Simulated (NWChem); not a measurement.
System meant: C$_{2}$H$_{5}$BFN; SMILES C=CB(N)F

Here is an NWChem input.

```
start job
memory heap 200 mb stack 900 mb global 1100 mb
geometry units angstroms noautoz
  B     -0.039759    -0.513298     0.002648
  F     -0.874981    -1.559894    -0.179623
  C     -0.652787     0.918982     0.134562
  C      0.005322     2.060118    -0.109286
  H     -1.705971     0.993318     0.413428
  H     -0.462033     3.039615    -0.024392
  H      1.048818     2.068478    -0.423428
  N      1.337459    -0.780230     0.062535
  H      1.710913    -1.712205    -0.052149
  H      2.031586    -0.074629     0.256775
end
basis spherical
  B library def2-svp
  F library def2-svp
  C library def2-svp
  H library def2-svp
  N library def2-svp
end
dft
  odft
  mult 2
  xc xpbe96 cpbe96
  iterations 150
  mulliken
end
task dft energy
```

End of the output:

```
 Summary of "ao basis" -> "" (spherical)
 ------------------------------------------------------------------------------
       Tag                 Description            Shells   Functions and Types
 ---------------- ------------------------------  ------  ---------------------
 B                          def2-svp                 6       14   3s2p1d
 F                          def2-svp                 6       14   3s2p1d
 C                          def2-svp                 6       14   3s2p1d
 H                          def2-svp                 3        5   2s1p
 N                          def2-svp                 6       14   3s2p1d

  pbe96 is a nonlocal functional; adding pw91lda local functional.

                                 NWChem DFT Module
                                 -----------------

 Summary of "ao basis" -> "ao basis" (spherical)
 ------------------------------------------------------------------------------
       Tag                 Description            Shells   Functions and Types
 ---------------- ------------------------------  ------  ---------------------
 B                          def2-svp                 6       14   3s2p1d
 F                          def2-svp                 6       14   3s2p1d
 C                          def2-svp                 6       14   3s2p1d
 H                          def2-svp                 3        5   2s1p
 N                          def2-svp                 6       14   3s2p1d

  number of electrons :                   38
  multiplicity        :                    2
 ------------------------------------------------------------------------
  no. of electrons and multiplicity not compatible                  38
 ------------------------------------------------------------------------
 ------------------------------------------------------------------------
  current input line :
    29: task dft energy
 ------------------------------------------------------------------------
 ------------------------------------------------------------------------
 There is an error in the input file
 ------------------------------------------------------------------------
 For more information see the NWChem manual at https://nwchemgit.github.io

0: no. of electrons and multiplicity not compatible:Received an Error in Communication
```

What is wrong, and how is it mended?

The program refused the input. Cause: the multiplicity doesn't fit the number of electrons (an even count wants an odd multiplicity, and the reverse). This input runs:
```
start job
memory heap 200 mb stack 900 mb global 1100 mb
geometry units angstroms noautoz
  B     -0.039759    -0.513298     0.002648
  F     -0.874981    -1.559894    -0.179623
  C     -0.652787     0.918982     0.134562
  C      0.005322     2.060118    -0.109286
  H     -1.705971     0.993318     0.413428
  H     -0.462033     3.039615    -0.024392
  H      1.048818     2.068478    -0.423428
  N      1.337459    -0.780230     0.062535
  H      1.710913    -1.712205    -0.052149
  H      2.031586    -0.074629     0.256775
end
basis spherical
  * library def2-svp
end
dft
  xc xpbe96 cpbe96
  iterations 150
  mulliken
end
task dft energy
```
It converges to -258.25126 Ha (PBE/def2-SVP).
